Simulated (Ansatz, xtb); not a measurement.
The molecule BOs, multiplicity 4 (lowest of 2S+1 = 2, 4, 6 at CCSD(T)/def2-TZVPP on PBE0 minima; our sources give no spin for the ground state, which may be another). No spin–orbit coupling. The T1 diagnostic near the minimum is 0.060, so single-reference values are doubtful.

Seven points along R, fitted to fifth degree in 1/R; most abundant isotopes. Runs in def2 and cc sets follow the lowest solution found near the PBE0 minimum.

Programs: Ansatz (Gaussian orbitals); xtb for the GFN methods. Values without a source in brackets are computed. In def2 rows elements past Kr take small-core potentials, without spin–orbit coupling. The GFN methods have no spin term and hold the electronic entropy of 300 K.

```csv
level,r_e (Å),ω_e (cm⁻¹),B_e (cm⁻¹),α_e (cm⁻¹),dipole (D)
GFN2-xTB,1.863,969,0.467,0.0046,-
SVWN5/def2-TZVPP,1.765,963,0.520,0.0030,1.96
PBE/def2-TZVPP,1.785,914,0.508,0.0035,2.30
r2SCAN/def2-TZVPP,1.786,860,0.507,0.0051,2.84
B97M-V/def2-TZVPP,1.790,835,0.505,0.0052,2.79
B3LYP/def2-TZVPP,1.776,931,0.513,0.0032,2.20
PBE0/def2-TZVPP,1.770,935,0.517,0.0034,2.48
BHLYP/def2-TZVPP,1.764,944,0.520,0.0031,2.39
CAM-B3LYP/def2-TZVPP,1.762,956,0.521,0.0031,2.30
wB97X-V/def2-TZVPP,1.763,959,0.521,0.0030,2.46
wB97M-V/def2-TZVPP,1.764,947,0.520,0.0032,2.41
B2PLYP/def2-TZVPP,1.777,944,0.513,0.0032,-
```

Correlated levels freeze the inner cores; with def2 sets outer-core shells near the valence are correlated too.

Doubts at one or more of the structures used: a spin-contaminated determinant (B2PLYP/def2-TZVPP).

Ansatz is a program for electronic structure.
